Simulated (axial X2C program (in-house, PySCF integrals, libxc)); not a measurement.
Nuclear properties of SnS⁺

Computed with an axial X2C code built on PySCF integrals: two-component X2C with atomic mean-field Coulomb and Gaunt terms, Gaussian nuclei, basis Sn dyall-cv3z, S dyall-av3z with contracted cores.

R = 2.377 Å (near the PBE0 minimum at charge 1 of the determinant lowest at the starting distance; the state shown can have its own minimum elsewhere).

Input and command:
```json
{"zs": [50, 16], "q": 1, "bas": ["dyall-cv3z", "dyall-av3z"], "r0": 2.24, "levels": ["PBE0", "HF", "PBE", "BHandHLYP", "PBE50"], "nst": 3}
```
```bash
python soeom.py task.json out
```

Keys: zs atomic numbers; q charge; bas basis sets; r0 starting distance in Å; levels methods; nst determinants followed.

Determinant lowest in the PBE0 search, Ω = 3/2 (⟨Sz⟩ = 0.50, ⟨Lz⟩ = 1.00 at PBE0), spin on the atoms Sn -0.01, S 0.51:

```
    level  Eeff magnitude (GV/cm)  Ws magnitude Sn (kHz)  A∥/gI Sn (MHz)  qzz Sn (a.u.)  A∥/gI S (MHz)  qzz S (a.u.)
     PBE0                   0.212                 0.0778             115          -6.92            191         -0.95
       HF                   0.193                 0.0957             100          -7.84            205         -0.73
      PBE                   0.216                 0.0734             127          -6.44            187         -1.10
BHandHLYP                   0.228                 0.0879             102          -7.24            204         -0.90
    PBE50                   0.212                 0.0831             100          -7.38            198         -0.81
```

Determinant 0.09 eV from it at PBE0 and this distance, Ω = 1/2 (⟨Sz⟩ = -0.50, ⟨Lz⟩ = 1.00 at PBE0), spin on the atoms Sn 0.00, S -0.49:

```tsv
level	Eeff magnitude (GV/cm)	Ws magnitude Sn (kHz)	A∥/gI Sn (MHz)	qzz Sn (a.u.)	A∥/gI S (MHz)	qzz S (a.u.)
PBE0	0.572	0.682	324	-7.15	1080	-0.89
HF	1.35	1.53	177	-8.03	1010	-0.66
PBE	0.531	0.646	388	-6.68	1090	-1.03
BHandHLYP	0.722	0.847	280	-7.45	1070	-0.83
PBE50	0.662	0.774	266	-7.59	1080	-0.75
```

Eeff is the effective electric field on the electron electric dipole moment in this Ω state and Ws the scalar–pseudoscalar constant of the nucleus named (defined with the proton number Z and per Ω); A∥ (defined per Ω) follows by multiplying with gI = μI/(I μN); qzz is the electric field gradient, eQq0 = 234.96 MHz × Q/barn × qzz. The operators were transformed with the bare-nucleus X2C matrices; with these basis sets, hyperfine constants and field gradients can be off by tens of per cent, and where levels differ in sign neither size nor sign is settled.

(1) With gI(119Sn) = -2.0946, gI(33S) = 0.4292, Q(33S) = -0.0694 barn (g factors from the IAEA table of nuclear moments by Stone; Q from Pyykkö, Mol. Phys. 2018), turn the PBE0 values of the first state into constants in MHz.

Each state is one determinant with collinear spin. Unrestricted Hartree–Fock can overshoot spin polarisation at the nuclei. Where Eeff spreads by more than a factor of two the levels disagree and none is to be relied on. The search compared states at one distance, so a state with another bond length can lie lower. PBE0 term energies can be off by some tenths of an eV.

Results:

(1) A∥(119Sn) = 115 × -2.0946 = -241 MHz; A∥(33S) = 191 × 0.4292 = 82 MHz; eQq0(33S) = 234.96 × (-0.0694) × (-0.95) = 15.5 MHz.
